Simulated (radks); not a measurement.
Results of a calculation; reference values are marked as such.
Excited configurations of Ge: one electron is placed in a higher orbital outside [Ar] 3d10 4s2 4p1. The ground configuration is [Ar] 3d10 4s2 4p2. Level of theory: Dirac Kohn-Sham, PBEsol, spin-unpolarised, spherical densities, finite nucleus; open shells fill j = l - 1/2 first; Fermi nuclear charge, rms radius 4.0742 fm (a radial shooting solver on a logarithmic mesh with Libxc functionals). Excitation = E - E(ground); binding = E(ion) - E, where the ion is the core of charge +1; n* = 1/sqrt(2 binding) in atomic units, and the quantum defect is n - n*.

outer orbital  excitation (eV)  binding (eV)     n*  quantum defect  eigenvalue (eV)  <r> (bohr)
4d3/2                    5.821         1.721  2.811           1.189           -0.681       8.929
4f5/2                    6.640         0.902  3.884           0.116           -0.428       17.48
5p1/2                    5.368         2.174  2.502           2.498           -1.181       8.890
5d3/2                    6.431         1.112  3.499           1.501           -0.594       16.83
6s1/2                    5.980         1.562  2.951           3.049           -0.943       13.90
6d3/2                    6.813         0.729  4.319           1.681           -0.441       27.72
6f5/2                    7.093         0.449  5.506           0.494           -0.280       44.42
7s1/2                    6.613         0.929  3.826           3.174           -0.591       23.70

The Delta-SCF ionisation energy is 7.542 eV (NIST Atomic Spectra Database: 7.899 eV, measured). Self-interaction in the functional shifts the binding energies and quantum defects, so they are the method's values and not measured ones. Spin polarisation and multiplet splitting are left out, so open shells lie too high by an amount that depends on their filling.

Beside tabulated values, note that spin-unpolarised runs miss the spin-polarisation part of the exchange energy of open shells.
